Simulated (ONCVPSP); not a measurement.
## Before and after: ONCV potential for promethium (Pm)

ONCVPSP 4.0.1 input, shortened (lines: element, Z, core and valence counts, functional; n l f; lmax; l rc ep ncon nbas qcut; lloc lpopt rc5 dvloc0; l nproj debl; icmod fcfact rcfact), PBE, fully relativistic:

```
  Pm 61.00   10    3        4      upf
    1    0    2.00
    2    0    2.00
    2    1    6.00
    3    0    2.00
    3    1    6.00
    3    2   10.00
    4    0    2.00
    4    1    6.00
    4    2   10.00
    4    3    4.00
    5    0    2.00
    5    1    6.00
    5    2    1.00
    2
    0    1.55    0.00    4    7    3.90
    1    2.75    0.00    3    7    4.90
    2    3.75    0.00    5    9    4.30
    4    4    1.45   -1.00
    0    2    0.90
    1    2    3.50
    2    2    3.60
    1    0.20    0.00
```

Open shells are filled in proportion to 2j + 1.

In the s channel the program set the typed energies aside and used -2.148, 0.250 Ha. In the p channel the program set the typed energies aside and used -1.379, 0.050 Ha (j = l + 1/2; the other j can differ).

Change: d: rc 4.32. In the s channel the program set the typed energies aside and used -2.148, 0.250 Ha. In the p channel the program set the typed energies aside and used -1.379, 0.050 Ha (j = l + 1/2; the other j can differ). In the d channel the program set the typed energies aside and used -0.550, 0.050 Ha (j = l + 1/2; the other j can differ).

Cutoffs: the cutoffs (Ha) at which the residual kinetic energy of the hardest occupied pseudo-wave falls to 1 and 0.1 mHa per electron; they do not see the model core or the augmentation charge, which bear on the density cutoff. Errors are all-electron minus pseudo energies relative to the spin-unpolarised reference configuration.

Task: What does the change do?

Result: The potential gets neither clearly harder nor softer (47 Ha and 55 Ha → 47 Ha and 55 Ha); the lowest positive-energy flag moves from d5/2 at 38.6 eV to s at 136.1 eV; of the 4 tests that both files solve, the error grows in 4 and shrinks in 0 by more than 15 % and 0.3 meV (median size 5.5 → 19.5 meV); neither file shows a bound ghost. More of the atom is replaced by a form fitted at one configuration, so other configurations suffer.

```csv
quantity,base,changed
"cutoff, loose",47 Ha,47 Ha
"cutoff, tight",55 Ha,55 Ha
loose cutoff by channel,"s 47 Ha, p 7.0 Ha, d 6.3 Ha","s 47 Ha, p 7.0 Ha, d 5.6 Ha"
bound ghosts,none,none
GHOST(+) flags under 300 eV,"d5/2 at 38.6 eV, d3/2 at 86.8 eV, s at 136.1 eV",s at 136.1 eV
"error for 5s2 5p6 5d1 6s2, meV [ΔE -17.96 eV]",+11,-24
"error for 5s2 5p6 5d1 6s1, meV [ΔE -11.60 eV]",+2.1,-9.2
"error for 5s2 5p6 5d0, meV [ΔE 19.60 eV]",-4.5,+44
"error for 5s2 5p6 5d1 6s1 6p1, meV [ΔE -15.31 eV]",+6.5,-15
s: phases at 1.58 bohr within 0.05 rad from the reference energy up to (Ha; the scan ends near 5),3.7,3.7
p3/2: phases at 2.78 bohr within 0.05 rad from the reference energy up to (Ha; the scan ends near 5),2.6,2.6
p1/2: phases at 2.78 bohr within 0.05 rad from the reference energy up to (Ha; the scan ends near 5),2.6,2.6
"rms error of d²Exc/dni dnj with the model core, mHa",4.18,4.32
```
